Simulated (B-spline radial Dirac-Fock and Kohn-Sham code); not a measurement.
# Run log: Fe³⁺

ΔSCF core binding energies without Breit or QED terms, calculated with an atomic code on a B-spline grid. Keys: rel is the Hamiltonian (dirac, or spin-free x2c and nr, where L3 and M5 stand for the whole 2p and 3d shells), method is hf or an exchange,correlation pair (spin-unpolarised, also for the hole states), nuc the nuclear model, radius_factor scales its radius, rmax is the box in bohr, h the logarithmic mesh step, order the B-spline order, points the quadrature points per cell, c_factor scales the speed of light, and damp, ndamp, maxit and tol steer the iteration. The run stops when the commutator error falls below 10·tol·max(1, Z/10), or the numerical noise floor, and the energy has settled to about 1e-8 Ha; the virial ratio is −V/T.

Input (task.json):

```json
{"items": [{"Z": 26, "q": 3, "cfg": [[1, 0, 2], [2, 0, 2], [2, 1, 6], [3, 0, 2], [3, 1, 6], [3, 2, 5]], "A": 56, "rrms": 3.7377, "do": "settings", "holes": ["K", "L3", "M5"],
  "settings": [{"rel": "dirac", "method": "hf", "nuc": "fermi", "radius_factor": 1.0, "rmax": 45.0, "h": 0.3, "order": 3, "points": 10, "c_factor": 1.0, "maxit": 71, "damp": 0.5, "ndamp": 3, "tol": 1e-08}]}]}
```

Command: `python xray2_run.py task.json out`

Ground-state iterations:

```
iter   energy (Ha)        error
   1    -1255.77232539  9.67e-01
   2    -1265.20595644  6.08e-01
   3    -1268.94376809  1.59e-01
   4    -1269.30056468  3.99e-02
   5    -1269.31561500  2.37e-02
   6    -1269.32324679  2.49e-03
   7    -1269.32329580  2.64e-04
   8    -1269.32329624  4.93e-05
   9    -1269.32329626  1.61e-06
  10    -1269.32329626  2.08e-08
```

The ground state converged in 10 iterations, with total energy -1269.32330 Ha, virial ratio 1.98562 and highest orbital energy -53.40 eV. ΔSCF binding energies: K (1s) 7177.8 eV, L3 (2p3/2) 765.8 eV. Holes are computed only in closed shells, and unreliable hole states are left out.

Question: One setting is unsound. Which, and why?

Answer: order is too low for an accurate radial basis. With the default settings (Dirac Hartree-Fock): The ground state converged in 10 iterations, with total energy -1269.42578 Ha, virial ratio 1.98562 and highest orbital energy -53.36 eV. ΔSCF binding energies: K (1s) 7178.0 eV, L3 (2p3/2) 765.8 eV. Holes are computed only in closed shells, and unreliable hole states are left out.
